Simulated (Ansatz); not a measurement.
CH₅GeNS (`S[CH]1[NH][GeH2]1`). Charge 0, multiplicity 1. Correlated methods include outer-core shells of Ge, which these sets cover unevenly. Scalar relativity is left out up to krypton.

Cartesian coordinates in Å:
```
S -0.276 -1.997 -1.004
C -0.441 -0.636 0.145
N 0.762 -0.129 0.792
Ge -0.102 1.239 -0.157
H 0.785 -1.508 -1.666
H -1.306 -0.849 0.774
H 0.721 -0.146 1.804
H 0.725 1.737 -1.337
H -0.867 2.288 0.650
```

Give the diagnostics of a CCSD(T)/def2-TZVPP run (frozen core, the Gaussian-basis code of Ansatz). (Best estimate.)

Ansatz gave: T1 = 0.0128, largest single amplitude 0.023, largest double 0.038, (T) share of the correlation energy 4.4 %, 10 CCSD cycles. The RHF solution is stable towards an unrestricted one. T1 lies under the customary mark of 0.02 for closed shells.
